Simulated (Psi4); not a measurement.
C$_{2}$H$_{8}$Si, singlet, at a GFN2-xTB geometry. Base run: Psi4 with B3LYP/STO-3G.

Geometry (Å):
```xyz
11

Si     0.0355    -0.4335    -0.3704
C      1.4575     0.7387     0.0871
C     -1.5229     0.0604     0.5957
H      0.4074    -1.8145    -0.0326
H     -0.2307    -0.3455    -1.8129
H      1.2158     1.7703    -0.1539
H      2.3653     0.4815    -0.4504
H      1.6828     0.6951     1.1492
H     -2.3561    -0.5930     0.3552
H     -1.8278     1.0776     0.3654
H     -1.3608     0.0024     1.6685
```
All else is at Psi4's defaults (density fitting).
Base energy -366.25759 Eh.

Each row names what was changed in the base input (with any setting that the change needs).

```csv
change,ΔE vs base (mEh),SCF cycles,grid points,basis functions
base,0.000,6,235239,27
guess = huckel,0.000,9,235239,27
dft_spherical_points = 434,0.006,6,338097,27
guess = core,0.000,9,235239,27
basis_guess = sto-3g,0.000,1,235239,27
guess = modhuckel,0.000,8,235239,27
damping_percentage = 20,-0.001,21,235239,27
scf_type = direct,1.241,9,235239,27
dft_spherical_points = 590,0.006,6,459223,27
df_basis_scf = cc-pvtz-jkfit,0.958,6,235239,27
diis_max_vecs = 15,0.000,6,235239,27
dft_pruning_scheme = robust,-0.001,6,161133,27
d_convergence = 1e-8,0.000,8,235239,27
```
